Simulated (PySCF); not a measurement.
Steps of a relaxation of ErH3(NH3)

ErH3(NH3) (singlet in the valence; each metal's 4f electrons, 11 of them, lie in its core potential, out of spins and levels). PySCF 2.14.0, RKS PBE0, Er lcecp-1-SVP with ECP57, H def2-SVP, N def2-SVP; non-relativistic Hamiltonian with scalar-relativistic core potentials where named; density fitting; no spin-orbit coupling. Origin of the start: template. Columns: position (Å) and force (eV/Å). Energies are counted from the last step; some of the 10 steps are shown. Forces carry noise of the integration grid, about 0.01 to 0.03 eV/Å.

Run from Python with OMP_NUM_THREADS=2. Where DIIS fails, smearing, a level shift and second-order steps follow.
It took 88 s on 2 threads of Intel(R) Xeon(R) Processor @ 2.50GHz (Skylake/Cascade Lake), on a shared host, from the converged density of the start.

```xyz
8
step 0  E = 0.389 eV
Er    0.1282   -0.1282    0.1282     0.99   -0.99    0.99
H     1.3767    1.1203    1.3767    -0.70   -0.44   -0.70
H    -1.1203   -1.3767    1.3767     0.44    0.70   -0.70
H     1.3767   -1.3767   -1.1203    -0.70    0.70    0.44
N    -1.3051    1.3051   -1.3051     0.06   -0.06    0.06
H    -1.9182    1.9182   -0.7680    -0.10    0.10    0.10
H    -0.7680    1.9182   -1.9182     0.10    0.10   -0.10
H    -1.9182    0.7680   -1.9182    -0.10   -0.10   -0.10
```

```xyz
8
step 3  E = 0.025 eV
Er    0.1924   -0.1924    0.1924     0.03   -0.03    0.03
H     1.2499    1.1340    1.2499     0.00    0.08    0.00
H    -1.1340   -1.2499    1.2499    -0.08    0.00    0.00
H     1.2499   -1.2499   -1.1340     0.00    0.00   -0.08
N    -1.2543    1.2543   -1.2543     0.01   -0.01    0.01
H    -1.8690    1.8690   -0.7143     0.02   -0.02    0.02
H    -0.7143    1.8690   -1.8690     0.02   -0.02    0.02
H    -1.8690    0.7143   -1.8690     0.02   -0.02    0.02
```

```xyz
8
step 6  E = 0.001 eV
Er    0.2307   -0.2307    0.2307    -0.07    0.07   -0.07
H     1.1798    1.2699    1.1798     0.00   -0.01    0.00
H    -1.2699   -1.1798    1.1798     0.01    0.00    0.00
H     1.1798   -1.1798   -1.2699     0.00    0.00    0.01
N    -1.1985    1.1985   -1.1985     0.03   -0.03    0.03
H    -1.8095    1.8095   -0.6512     0.01   -0.01    0.01
H    -0.6512    1.8095   -1.8095     0.01   -0.01    0.01
H    -1.8095    0.6512   -1.8095     0.01   -0.01    0.01
```

Q: Where does the relaxation end?

A: It converges at step 9 in C3v:
```xyz
8
step 9  E = 0
Er    0.2254   -0.2254    0.2254
H     1.1698    1.2802    1.1698
H    -1.2802   -1.1698    1.1698
H     1.1698   -1.1698   -1.2802
N    -1.1907    1.1907   -1.1907
H    -1.8006    1.8006   -0.6412
H    -0.6412    1.8006   -1.8006
H    -1.8006    0.6412   -1.8006
```

Q: How did the contacts change?

A: 
```tsv
contact	start (Å)	end (Å)
Er1–H2 (H)	2.162	2.013
Er1–H3 (H)	2.162	2.013
Er1–H4 (H)	2.162	2.013
Er1–N5 (NH3)	2.483	2.453
```


An lcecp potential fixes the number of 4f electrons, so in runs with it no electron can move into or out of that shell.
